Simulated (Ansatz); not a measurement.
`[GeH3][GeH2][GeH2][GeH2][GeH2][GeH3]` from Hartree–Fock to CCSD(T)

Cartesian coordinates in Å:
```
Ge -2.4521 0.2787 1.2574
Ge -1.7873 -1.7527 0.1139
Ge -0.3236 -1.3264 -1.7764
Ge 1.9725 -1.1206 -1.0228
Ge 2.0564 0.4464 0.8252
Ge 1.0501 2.5422 0.1411
H -3.5154 -0.0374 2.3232
H -1.2489 0.9363 1.9522
H -3.0430 1.2787 0.2506
H -1.0699 -2.6884 1.1060
H -3.0588 -2.4765 -0.3708
H -0.7575 -0.0215 -2.4700
H -0.4482 -2.4704 -2.8012
H 2.8702 -0.6199 -2.1704
H 2.4860 -2.5033 -0.5787
H 1.2753 -0.1476 2.0121
H 3.5074 0.6841 1.2831
H -0.2882 2.2714 -0.5671
H 0.7930 3.4660 1.3424
H 1.9819 3.2608 -0.8497
```

The species carries charge 0 and has multiplicity 1. Correlated methods include outer-core shells of Ge, which these sets cover unevenly. Scalar relativity is left out up to krypton. Geometry: relaxed with PBE0-D4/def2-TZVP. It is one conformer, not always the lowest. Frozen core, restricted reference, Ansatz.

```
     basis       HF (Eh)  MP2 corr.  CCSD corr.       (T)  CCSD(T) total
  def2-SVP  -12458.79473          ?    -1.46353  -0.04486              ?
def2-TZVPP             ?   -1.58763    -1.64582         ?              ?
def2-QZVPP  -12460.63303          ?           –         –              –
```

Problem. Fill in the withheld values. (Best estimate.)

Solution. Ansatz gave: def2-SVP MP2 corr.: -1.41911; def2-SVP CCSD(T) total: -12460.30312; def2-TZVPP HF (Eh): -12460.38195; def2-TZVPP (T): -0.06072; def2-TZVPP CCSD(T) total: -12462.08849; def2-QZVPP MP2 corr.: -3.17068.
